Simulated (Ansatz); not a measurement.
The cluster Te4Se⁻. Charge -1, multiplicity 2. Geometry PBE-D4/def2-SVPD.

Cartesian coordinates in Å:
```
Se -0.3211 -1.6371 0.1077
Te -0.9604 0.9083 -0.0263
Te 2.6157 1.3274 0.0493
Te 2.3076 -1.3486 0.0976
Te -3.6418 0.7500 -0.2283
```

In the def2 sets Te takes a core potential; there is no spin–orbit coupling. Another isomer (doublet) lies 0.20 eV lower at PBE0-D4/def2-TZVPD; other spin states weren't run for this one.

Task: Estimate the α-spin orbital energies around the gap (eV) in Ansatz with PBE-D4/def2-TZVPD, revPBE-D4/def2-TZVPD, BLYP-D4/def2-TZVPD, B97M-V/def2-TZVPD, PBE0-D4/def2-TZVPD.

Result: 
```json
{"orbital": "HOMO−9", "PBE-D4/def2-TZVPD": "-4.99", "revPBE-D4/def2-TZVPD": "-4.93", "BLYP-D4/def2-TZVPD": "-4.74", "B97M-V/def2-TZVPD": "-5.18", "PBE0-D4/def2-TZVPD": "-6.14"}
{"orbital": "HOMO−8", "PBE-D4/def2-TZVPD": "-3.94", "revPBE-D4/def2-TZVPD": "-3.88", "BLYP-D4/def2-TZVPD": "-3.72", "B97M-V/def2-TZVPD": "-4.23", "PBE0-D4/def2-TZVPD": "-5.22"}
{"orbital": "HOMO−7", "PBE-D4/def2-TZVPD": "-3.88", "revPBE-D4/def2-TZVPD": "-3.83", "BLYP-D4/def2-TZVPD": "-3.66", "B97M-V/def2-TZVPD": "-4.10", "PBE0-D4/def2-TZVPD": "-4.85"}
{"orbital": "HOMO−6", "PBE-D4/def2-TZVPD": "-3.72", "revPBE-D4/def2-TZVPD": "-3.66", "BLYP-D4/def2-TZVPD": "-3.50", "B97M-V/def2-TZVPD": "-3.91", "PBE0-D4/def2-TZVPD": "-4.70"}
{"orbital": "HOMO−5", "PBE-D4/def2-TZVPD": "-2.91", "revPBE-D4/def2-TZVPD": "-2.86", "BLYP-D4/def2-TZVPD": "-2.69", "B97M-V/def2-TZVPD": "-3.22", "PBE0-D4/def2-TZVPD": "-4.11"}
{"orbital": "HOMO−4", "PBE-D4/def2-TZVPD": "-2.22", "revPBE-D4/def2-TZVPD": "-2.17", "BLYP-D4/def2-TZVPD": "-2.01", "B97M-V/def2-TZVPD": "-2.52", "PBE0-D4/def2-TZVPD": "-3.35"}
{"orbital": "HOMO−3", "PBE-D4/def2-TZVPD": "-2.01", "revPBE-D4/def2-TZVPD": "-1.95", "BLYP-D4/def2-TZVPD": "-1.81", "B97M-V/def2-TZVPD": "-2.15", "PBE0-D4/def2-TZVPD": "-2.89"}
{"orbital": "HOMO−2", "PBE-D4/def2-TZVPD": "-1.64", "revPBE-D4/def2-TZVPD": "-1.58", "BLYP-D4/def2-TZVPD": "-1.44", "B97M-V/def2-TZVPD": "-1.79", "PBE0-D4/def2-TZVPD": "-2.48"}
{"orbital": "HOMO−1", "PBE-D4/def2-TZVPD": "-1.33", "revPBE-D4/def2-TZVPD": "-1.28", "BLYP-D4/def2-TZVPD": "-1.13", "B97M-V/def2-TZVPD": "-1.61", "PBE0-D4/def2-TZVPD": "-2.37"}
{"orbital": "HOMO", "PBE-D4/def2-TZVPD": "-0.84", "revPBE-D4/def2-TZVPD": "-0.80", "BLYP-D4/def2-TZVPD": "-0.66", "B97M-V/def2-TZVPD": "-1.10", "PBE0-D4/def2-TZVPD": "-1.81"}
{"orbital": "LUMO", "PBE-D4/def2-TZVPD": "0.04", "revPBE-D4/def2-TZVPD": "0.12", "BLYP-D4/def2-TZVPD": "0.18", "B97M-V/def2-TZVPD": "0.20", "PBE0-D4/def2-TZVPD": "0.62"}
{"orbital": "LUMO+1", "PBE-D4/def2-TZVPD": "0.18", "revPBE-D4/def2-TZVPD": "0.25", "BLYP-D4/def2-TZVPD": "0.32", "B97M-V/def2-TZVPD": "0.39", "PBE0-D4/def2-TZVPD": "0.82"}
{"orbital": "LUMO+2", "PBE-D4/def2-TZVPD": "1.16", "revPBE-D4/def2-TZVPD": "1.23", "BLYP-D4/def2-TZVPD": "1.28", "B97M-V/def2-TZVPD": "1.39", "PBE0-D4/def2-TZVPD": "1.86"}
{"orbital": "LUMO+3", "PBE-D4/def2-TZVPD": "1.35", "revPBE-D4/def2-TZVPD": "1.42", "BLYP-D4/def2-TZVPD": "1.48", "B97M-V/def2-TZVPD": "1.54", "PBE0-D4/def2-TZVPD": "1.96"}
{"orbital": "LUMO+4", "PBE-D4/def2-TZVPD": "2.31", "revPBE-D4/def2-TZVPD": "2.25", "BLYP-D4/def2-TZVPD": "2.32", "B97M-V/def2-TZVPD": "2.31", "PBE0-D4/def2-TZVPD": "2.66"}
{"orbital": "LUMO+5", "PBE-D4/def2-TZVPD": "2.46", "revPBE-D4/def2-TZVPD": "2.41", "BLYP-D4/def2-TZVPD": "2.49", "B97M-V/def2-TZVPD": "2.45", "PBE0-D4/def2-TZVPD": "2.80"}
{"orbital": "β HOMO", "PBE-D4/def2-TZVPD": "-1.04", "revPBE-D4/def2-TZVPD": "-0.98", "BLYP-D4/def2-TZVPD": "-0.89", "B97M-V/def2-TZVPD": "-1.07", "PBE0-D4/def2-TZVPD": "-1.63"}
{"orbital": "β LUMO", "PBE-D4/def2-TZVPD": "-0.53", "revPBE-D4/def2-TZVPD": "-0.47", "BLYP-D4/def2-TZVPD": "-0.39", "B97M-V/def2-TZVPD": "-0.56", "PBE0-D4/def2-TZVPD": "-0.31"}
```
